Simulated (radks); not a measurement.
Species: I36+. Configuration: [Ne] 3s2 3p5. Method: scalar-relativistic Kohn-Sham, r2SCAN, spin-polarised, spherical densities, finite nucleus; open shells are filled with parallel spins first (spin-orbit coupling, left out, can overturn this in heavy ions); meta-GGA in the generalised Kohn-Sham scheme; Fermi nuclear charge, rms radius 4.75 fm; computed with a radial shooting solver on a logarithmic mesh with Libxc functionals.

Unscreened Slater integrals over Kohn-Sham orbitals (eV). They are taken over the spin-up orbitals. Empty in this configuration: 3d.

| integral | value |
|---|---|
| F0(3p,3p) | 88.027 |
| F2(3p,3p) | 44.320 |
| F0(3p,3s) | 86.636 |
| G1(3p,3s) | 56.177 |
| F0(3p,2p) | 116.51 |
| F2(3p,2p) | 29.461 |
| G0(3p,2p) | 11.718 |
| G2(3p,2p) | 12.903 |
| F0(3p,3d) | 92.375 |
| F2(3p,3d) | 44.501 |
| G1(3p,3d) | 47.090 |
| G3(3p,3d) | 31.680 |
| F0(3s,3s) | 85.530 |
| F0(3s,2p) | 112.07 |
| G1(3s,2p) | 11.486 |
| F0(3s,3d) | 90.833 |
| G2(3s,3d) | 35.408 |
| F0(2p,2p) | 245.02 |
| F2(2p,2p) | 116.41 |
| F0(2p,3d) | 126.31 |
| F2(2p,3d) | 38.305 |
| G1(2p,3d) | 35.819 |
| G3(2p,3d) | 20.657 |
| F0(3d,3d) | 99.845 |
| F2(3d,3d) | 51.698 |
| F4(3d,3d) | 33.466 |

Derived for the open shells (J is the average intra-shell exchange parameter used in DFT+U). 3p: J = F2/5 = 8.864 eV.
